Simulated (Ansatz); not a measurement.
Calculated with Ansatz (gas phase, PBE0-D4/def2-TZVP geometries, no zero-point term in ΔE). CCSD(T)/CBS is the MP2 limit (def2-TZVPP, def2-QZVPP) plus CCSD(T) − MP2 in def2-TZVPP, frozen cores. This one scheme is used for every species. Functionals use def2-TZVPP. def2 core potentials past Kr. For Ge, In outer-core shells are correlated without core-valence functions, which leaves a few kJ/mol of doubt a bond. Scalar relativity is left out up to krypton.

Consider the hydrogenolysis of a Ge–In bond: `[CH3][GeH]([F])[InH2]` + H₂ → `[CH3][GeH2][F]` + `[InH3]`.

`[CH3][GeH]([F])[InH2]`:

```xyz
10

C    -0.748    1.467   -0.560
Ge    0.147   -0.261   -0.704
F     1.783    0.122   -1.248
In    0.571   -1.601    1.513
H    -0.681    1.989   -1.516
H    -1.802    1.327   -0.309
H    -0.278    2.075    0.212
H    -0.455   -1.058   -1.887
H     0.096   -3.254    1.677
H     1.368   -0.806    2.822
```

H₂:

Cartesian coordinates in Å:
```
H -0.107 0.329 -0.138
H 0.107 -0.329 0.138
```

`[CH3][GeH2][F]`:

```xyz
8

C    -0.891   -0.469   -0.278
Ge    0.716    0.424    0.330
F     1.872    0.303   -0.975
H    -1.659   -0.433    0.497
H    -0.672   -1.512   -0.508
H    -1.272    0.021   -1.174
H     1.381   -0.264    1.534
H     0.526    1.930    0.573
```

`[InH3]`:

```xyz
4

In    0.000    0.000    0.000
H    -0.435    0.959   -1.365
H     0.536   -1.624   -0.222
H    -0.101    0.665    1.587
```

Is it downhill or uphill in electronic energy at CCSD(T)/CBS, and by how much? (Estimate.)

Ansatz gave: Uphill: ΔE = +28.9 kJ/mol.

What do these levels give: PBE-D4, PBE-QIDH, revPBE, CCSD(T)/def2-SVP, HF/def2-QZVPP, HF/CBS(def2)? (An estimate is asked.)

Computed: PBE-D4 34.2, PBE-QIDH 21.4, revPBE 28.7, CCSD(T)/def2-SVP 10.9, HF/def2-QZVPP -3.9, HF/CBS(def2) -4.0 kJ/mol.

Largest T1 diagnostic among the species: 0.014.

The D4 term adds +7.4 kJ/mol with B3LYP and +4.3 kJ/mol with PBE0; it sums over pairs of atoms, weighted by their polarisabilities, and B3LYP, whose exchange is more repulsive, gets the larger term. At CCSD(T), def2-SVP lies −18.0 kJ/mol from the extrapolated value and def2-TZVPP −8.0 kJ/mol.

B3LYP here is the variant with VWN-RPA as its local correlation; programs differ in this.
